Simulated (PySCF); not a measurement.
Compound: C4H7B2NS.
SMILES with atom numbers: `[BH2:1][NH:2][BH:3][c:4]1[cH:5][cH:6][cH:7][s:8]1` (hydrogens: H9, H10 on B1; H11 on N2; H12 on B3; H13 on C5; H14 on C6; H15 on C7)

Geometry (GFN2-xTB, Å), atoms numbered from 1 in this order:
```xyz
15
C4H7B2NS angstrom
B     -2.7907    0.7279   -0.3999
N     -2.2547   -0.5714   -0.4233
B     -0.9306   -1.0804   -0.3260
C      0.3704   -0.2678   -0.2201
C      1.6195   -0.8368   -0.0965
C      2.6812    0.0798   -0.0267
C      2.2470    1.3680   -0.1007
S      0.5442    1.4675   -0.2516
H     -2.0920    1.6550   -0.2730
H     -3.9522    0.8585   -0.5036
H     -2.9465   -1.3036   -0.5159
H     -0.8063   -2.2517   -0.3293
H      1.7602   -1.9029   -0.0566
H      3.7151   -0.2012    0.0711
H      2.8310    2.2672   -0.0754
```

PySCF, density fitting, gas phase, GFN2-xTB geometry. The standard run uses grid level 2 after a coarse-grid start, the def2-universal JK fitting basis (with tight functions added where the orbital basis needs them), an energy threshold of 1e-9 Eh and DIIS. The changed runs have no coarse-grid stage.

Task: Standard PBE0/pcSseg-1: E = -658.825485 Eh, HOMO -7.115 eV, LUMO -1.773 eV, dipole 0.999 D, 14 cycles (coarse-grid cycles included). What changes at PBE0/pcSseg-1 with: energy threshold 1e-08 Eh, level shift 0.2 Eh?

Result: E = -658.825485 Eh (0.000 mEh), HOMO -7.115 eV (0.000), LUMO -1.773 eV (0.000), dipole 0.999 D (0.000), 10 SCF cycles. The result matches the standard run within 0.02 mEh and 0.003 eV; such settings steer the iterations and don't enter the energy expression.

The cycles:
```
cycle   1  E = -658.7790185030  dE =  1.229e+00  |g| = 3.748e-01  |ddm| = 3.588e+00
cycle   2  E = -658.8092660658  dE = -3.025e-02  |g| = 2.769e-01  |ddm| = 5.325e-01
cycle   3  E = -658.8251000021  dE = -1.583e-02  |g| = 3.155e-02  |ddm| = 1.951e-01
cycle   4  E = -658.8254447339  dE = -3.447e-04  |g| = 9.996e-03  |ddm| = 6.872e-02
cycle   5  E = -658.8254806754  dE = -3.594e-05  |g| = 3.482e-03  |ddm| = 2.013e-02
cycle   6  E = -658.8254846715  dE = -3.996e-06  |g| = 1.058e-03  |ddm| = 6.676e-03
cycle   7  E = -658.8254851644  dE = -4.930e-07  |g| = 4.290e-04  |ddm| = 2.640e-03
cycle   8  E = -658.8254852538  dE = -8.933e-08  |g| = 1.234e-04  |ddm| = 9.207e-04
cycle   9  E = -658.8254852690  dE = -1.523e-08  |g| = 5.621e-05  |ddm| = 3.676e-04
cycle  10  E = -658.8254852729  dE = -3.897e-09  |g| = 2.953e-05  |ddm| = 1.439e-04
```
